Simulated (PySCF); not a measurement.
**How methods differ on the interval between two levels of La⁺**

La⁺ [Xe] 5d2 [3F4, M_J = 4] → La⁺ [Xe] 5d1 6s1 [3D3, M_J = 3], as a difference of total energies. All numbers are calculated (PySCF 2.14, the two-component X2C-1e Hamiltonian, in x2c-TZVPall-2c). Correlated levels: [Ar] 3d10 frozen; the 18 highest virtual spinors dropped. "Screened" scales the spin-orbit matrix elements by Boettger's factors to mimic the two-electron term; Breit and QED terms are absent.

| method | interval between two levels (cm⁻¹) |
| --- | --- |
| GHF (screened spin-orbit) | 764.10 |
| GMP2 (screened spin-orbit) | -1955.9 |

Errors of the correlated levels include the incompleteness of this basis and the frozen core.

The labels give the starting determinants; with spin-orbit coupling the two ends relaxed to ⟨J²⟩ = 20.02, ⟨L²⟩ = 12.07, ⟨S²⟩ = 2.04 and ⟨J²⟩ = 12.29, ⟨L²⟩ = 6.35, ⟨S²⟩ = 2.04.

For comparison: 1279.6 cm⁻¹ (measured; NIST Handbook of Basic Atomic Spectroscopic Data (Sansonetti and Martin, J. Phys. Chem. Ref. Data 34, 1559 (2005))).
